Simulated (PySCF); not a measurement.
Si(H)(I)2(Me) (CH₄I₂Si), SMILES C[SiH](I)I. Geometry optimised at PBE-D3(BJ)/def2-SVP. The def2 effective core potentials stand for the cores of I; spin–orbit coupling is left out.

Method: PBE-D3(BJ)/def2-SVP in PySCF.

Harmonic wavenumbers (cm⁻¹): 80, 149, 173, 180, 307, 377, 624, 686, 708, 788, 853, 1208, 1367, 1374, 2182, 2978, 3084, 3097. Rotational constants (GHz): 2.872, 0.4734, 0.4176; symmetry number 1.

Work out the zero-point energy and the ideal-gas rigid-rotor harmonic-oscillator thermochemistry at 298.15 K and 1 atm.

ZPE = ½ Σ hcν = ½ × 20213 cm⁻¹ = 28.90 kcal/mol. H − E(el) = 33.72 kcal/mol. Entropy in cal/(mol K): translation 42.97, rotation 30.72, vibration 15.24, total 88.93. G − E(el) = 7.21 kcal/mol. Cp = 23.07 cal/(mol K). Modes under 150 cm⁻¹ make the vibrational entropy uncertain.
